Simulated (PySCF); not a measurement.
Simulated outer-valence photoelectron spectrum of Br3Si(SH) (`S[Si](Br)(Br)Br`). Method used: EOM-IP-CCSD/aug-cc-pVDZ in PySCF, restricted Hartree–Fock reference, 37 core orbitals frozen, non-relativistic, gas phase, PBE0-D3(BJ)/def2-SVP geometry.

Each root has a Gaussian of 0.4 eV full width with its one-hole share as area; cross sections and vibrations are left out, and the highest printed point is 100.

ionisation energy (eV), intensity and a bar:
```
      9.6          0 
      9.7          2 #
      9.8          8 ##
      9.9         18 ######
     10.0         31 #########
     10.1         38 ###########
     10.2         33 ##########
     10.3         22 #######
     10.4         18 #####
     10.5         25 #######
     10.6         36 ###########
     10.7         45 #############
     10.8         50 ###############
     10.9         61 ##################
     11.0         82 #########################
     11.1        100 ##############################
     11.2         99 ##############################
     11.3         78 #######################
     11.4         54 ################
     11.5         49 ###############
     11.6         63 ###################
     11.7         75 #######################
     11.8         67 ####################
     11.9         43 #############
     12.0         20 ######
     12.1          6 ##
     12.2          2 
     12.3          0 
     12.4          0 
     12.5          0 
     12.6          1 
     12.7          5 ##
     12.8         14 ####
     12.9         27 ########
     13.0         37 ###########
     13.1         35 ##########
     13.2         23 #######
     13.3         11 ###
     13.4          4 #
     13.5          1 
     13.6          0
```

Question: Where are the maxima, and how many lines lie under the curve?

Answer: 4 maxima, at 10.1, 11.1, 11.7 and 13.0 eV, from 8 lines. At this width some lines have no maximum of their own.

Question: List the lines with their holes.

Answer: 
```tsv
E (eV)	leading hole (HF orbital)	area	Koopmans (eV)
10.10	HOMO	0.95	10.92
10.68	HOMO-1	0.95	11.52
11.03	HOMO-2	0.95	11.85
11.20	HOMO-3	0.95	12.00
11.20	HOMO-4	0.95	12.02
11.70	HOMO-5	0.95	12.57
11.74	HOMO-6	0.95	12.63
13.04	HOMO-7	0.94	13.98
```

The widest gap, 1.30 eV, lies between 11.74 and 13.04 eV. Only orbitals with −ε under 21 eV, eight at most, were ionised, so the high end of the curve may lack lines.

Shape of the structure used: `[SH:1][Si:2]([Br:3])([Br:4])[Br:5]`: H–S1–Si2–Br3 58°.
